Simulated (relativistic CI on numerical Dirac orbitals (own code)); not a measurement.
Method of calculation: Dirac-Coulomb-Breit CI, KLI orbitals optimised for each configuration, model QED, unscaled Slater integrals (own radial code, finite nucleus).

The strongest absorption lines from the ground level of an ion, among the configurations computed and to levels below about 427 eV (vacuum wavelength in Å, gf): 37.518 (2.4), 39.947 (3.8), 46.856 (0.58), 47.277 (6.1), 47.840 (0.78), 51.172 (1.2), 57.590 (0.75), 59.018 (0.73).

Q: Which ion is it?
A. Pt42+
B. Pt40+
C. Pt38+
D. Re37+

A: B. Pt40+ has 38 electrons and the ground level 4s2 4p6 4d2 3F_2; the strongest line goes to 4s2 4p6 4d 4f 3G°_3. The pattern of lines fixes the number of electrons, and along that sequence the line energies rise steadily with the charge (about as its square where n changes within one kind of shell, about linearly where n is kept but much faster in heavy ions where fine structure, which grows about as Z⁴, sets the gap, and irregularly where shells cross), which fixes Z. Configurations outside the model, such as inner-shell arrays, can give stronger lines. At this charge energies of transitions that change n are usually good to better than 1 %, and those within a shell (Δn = 0) to a few per cent. Terms inside the open d or f shell come out 10 to 20 % too wide with unscaled integrals.

LS names give the leading component of a level, which can be under half, so a name can repeat, a term be missing and a line seem to break the LS rules.
